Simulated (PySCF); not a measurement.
C2H5AlClFO, SMILES CC[O][Al]([F])[Cl]. Geometry: B3LYP-D3(BJ)/def2-SVP. Other conformers were not sampled.

Give the equilibrium geometry at B3LYP-D3(BJ)/def2-SVP (PySCF confirms it by a frequency run) as bond lengths and angles. (Estimate from the structure and the level; the computed values follow.)

Several could match; the one computed here: 
Atoms: Al1 F2 Cl3 O4 C5 C6 H7 H8 H9 H10 H11. Bond lengths (Å): Al1–F2 1.659, Al1–Cl3 2.081, Al1–O4 1.678, O4–C5 1.409, C5–C6 1.522, C5–H7 1.104, C5–H8 1.106, C6–H9 1.102, C6–H10 1.102, C6–H11 1.103. Bond angles (°): F2–Al1–Cl3 118.7, F2–Al1–O4 121.6, Cl3–Al1–O4 119.7, Al1–O4–C5 137.6, O4–C5–C6 112.3, O4–C5–H7 107.8, O4–C5–H8 109.8, C6–C5–H7 110.1, C6–C5–H8 109.9, H7–C5–H8 106.7, C5–C6–H9 110.5, C5–C6–H10 111.0, C5–C6–H11 110.8, H9–C6–H10 108.1, H9–C6–H11 108.4, H10–C6–H11 108.0.
